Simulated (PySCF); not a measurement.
## Bond curve of CdB

Set-up: Cd def2-SVP with ECP28, B def2-SVP; scalar-relativistic core potentials (PySCF 2.14). Energies in eV from Cd + B in their ground configurations at the same level. All curves are PBE0. state 1: ²Π (doublet), unpaired electrons π ↑; state 2: ²Σ⁺ (doublet), unpaired electrons σ ↑, a second solution, started from another occupation; state 3: quartet, unpaired electrons σ ↑, π ↑↑, a second solution, started from another occupation; state 4: ⁴Π (quartet), unpaired electrons σ ↑↑, π ↑, a second solution, started from another occupation.

| R (Å) | state 1 | state 2 | state 3 | state 4 |
| --- | --- | --- | --- | --- |
| 2.097 | -0.1944 | 0.7297 | 0.7526 | 1.0756 |
| 2.194 | -0.3451 | 0.4531 | 0.7992 | 0.9829 |
| 2.292 | -0.4227 | 0.2676 | 0.9131 | 0.9816 |
| 2.365 | -0.4478 | 0.1715 | 1.0271 | 1.0234 |
| 2.438 | -0.4533 | 0.1024 | 1.1564 | 1.0917 |
| 2.511 | -0.4449 | 0.0535 | 1.2949 | 1.1795 |
| 2.609 | -0.4196 | 0.0105 | 1.4859 | 1.3177 |
| 2.731 | -0.3758 | -0.0197 | 1.7224 | 1.5104 |
| 2.877 | -0.3171 | -0.0365 | 1.9872 | 1.7536 |
| 3.072 | -0.2424 | -0.0438 | 2.2874 | 2.0742 |

Q: Put a parabola through the three lowest points of the state 1 curve and estimate Re, k and ωe (reduced mass 10.04 u; 1 eV/Å² = 0.16022 mdyn/Å; ωe = 1302.8·√(k/μ) cm⁻¹).

A: Through R = 2.365, 2.438, 2.511 Å the second-order coefficient is 1.30 eV/Å², so Re ≈ 2.430 Å, k ≈ 0.418 mdyn/Å and ωe ≈ 266 cm⁻¹. A polynomial fit of higher order to the unrounded PBE0 energies gives Re = 2.426 Å, k = 0.437 mdyn/Å, ωe = 272 cm⁻¹; anharmonicity and rounding make the difference.

The higher-order fit for each curve: state 1: Re = 2.426 Å, ωe = 272 cm⁻¹, De = 0.453 eV; state 2: Re = 3.188 Å, ωe = 46.6 cm⁻¹, minimum 0.044 eV below the ground-state fragments; state 4: Re = 2.243 Å, ωe = 464 cm⁻¹, minimum 0.97 eV above the ground-state fragments. State 3 gave no clean fit.

Spin–orbit coupling is left out. The state was picked by a PBE0 search and need not be the measured ground state.
